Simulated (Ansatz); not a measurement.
The inner images of a band of C2H3BO (7 atoms, charge 0, multiplicity 1) are given out of order.

These are results of RKS PBE0/def2-SVP in Ansatz, not measurements.

Image 0:

```xyz
7
Properties=species:S:1:pos:R:3
B -0.748 1.014 -0.758
C 0.074 0.430 0.206
C 0.441 -0.983 0.353
O 1.163 -1.412 1.220
H -1.445 1.525 -1.573
H 0.514 1.096 0.963
H 0.001 -1.671 -0.411
```

Image 8:

```xyz
7
Properties=species:S:1:pos:R:3
B -0.982 1.105 -1.052
C -0.312 0.135 -0.386
C 0.339 -0.845 0.249
O 1.108 -0.699 1.321
H -1.566 1.962 -1.628
H 1.107 0.244 1.553
H 0.306 -1.901 -0.057
```

**Question.** Put them in order from the first end to the last, with their energies above the first end.
A.
```xyz
7
Properties=species:S:1:pos:R:3
B -0.780 1.094 -0.785
C -0.242 -0.062 -0.340
C 0.469 -1.081 0.362
O 1.114 -0.715 1.331
H -1.186 2.172 -1.066
H 0.182 0.739 0.436
H 0.444 -2.147 0.062
```
B.
```xyz
7
Properties=species:S:1:pos:R:3
B -0.783 1.088 -0.789
C -0.313 -0.132 -0.456
C 0.410 -1.044 0.293
O 1.015 -0.484 1.255
H -1.199 2.158 -1.085
H 0.377 0.544 0.649
H 0.492 -2.130 0.131
```
C.
```xyz
7
Properties=species:S:1:pos:R:3
B -0.792 1.050 -0.809
C -0.062 0.180 -0.041
C 0.493 -1.087 0.398
O 1.223 -1.205 1.354
H -1.326 1.992 -1.296
H 0.260 1.046 0.607
H 0.203 -1.977 -0.213
```
D.
```xyz
7
Properties=species:S:1:pos:R:3
B -0.926 1.089 -0.980
C -0.366 -0.049 -0.507
C 0.333 -0.931 0.218
O 1.049 -0.572 1.276
H -1.414 2.087 -1.392
H 0.920 0.390 1.342
H 0.404 -2.014 0.043
```
E.
```xyz
7
Properties=species:S:1:pos:R:3
B -0.776 1.034 -0.795
C 0.007 0.311 0.093
C 0.471 -1.044 0.378
O 1.209 -1.327 1.291
H -1.401 1.796 -1.457
H 0.395 1.070 0.803
H 0.095 -1.838 -0.314
```
F.
```xyz
7
Properties=species:S:1:pos:R:3
B -0.846 1.065 -0.878
C -0.388 -0.175 -0.568
C 0.341 -0.994 0.212
O 0.986 -0.439 1.225
H -1.257 2.139 -1.166
H 0.681 0.485 1.046
H 0.483 -2.082 0.130
```
G.
```xyz
7
Properties=species:S:1:pos:R:3
B -0.788 1.072 -0.800
C -0.150 0.041 -0.193
C 0.497 -1.101 0.400
O 1.202 -0.999 1.379
H -1.235 2.116 -1.145
H 0.149 0.963 0.440
H 0.325 -2.093 -0.081
```

**Answer.** E (+0.04 eV), C (+0.15 eV), G (+0.29 eV), A (+0.73 eV), B (+1.71 eV), F (+0.65 eV), D (+0.38 eV).

Time of the run: 4.2 min on 1 thread of Arm Neoverse V2, on a shared host, peak memory 0.13 GiB.
